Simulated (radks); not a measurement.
Spherical quantum dot in the effective-mass picture: electrons in a hard-walled sphere of radius 1.31, with a point charge +1 (a donor) at the centre, all in effective atomic units (hartree* = m*/eps^2 hartree, bohr* = eps/m* bohr), one dielectric constant everywhere. Calculated with a radial shooting solver with Libxc functionals: non-relativistic Kohn-Sham, PBEsol, spin-polarised, spherical densities. Levels are named by radial order and angular momentum (1s, 1p, 1d, 2s, ...), and open shells are averaged over m.

N = 15, configuration 1s2 1p6 1d(up 5, down 2). This is the lowest configuration that the search found. Occupied and some empty levels:

level    occupation  eigenvalue (hartree*)  <r> (bohr*)
1s up             1                 17.069       0.7041
1s down           1                 17.194       0.7002
1p up             3                 19.654       0.8180
1p down           3                 19.808       0.8168
1d up             5                 23.045       0.8788
1d down           2                 23.210       0.8784
2s up             0                 24.968       0.6191
2s down           0                 25.047       0.6209
1f up             0                 27.269       0.9211
1f down           0                 27.439       0.9209
2p up             0                 31.288       0.6903
2p down           0                 31.388       0.6902

Energy (hartree*): total 196.903, kinetic 110.59, external -19.811, Hartree 122.45, exchange-correlation -16.331.
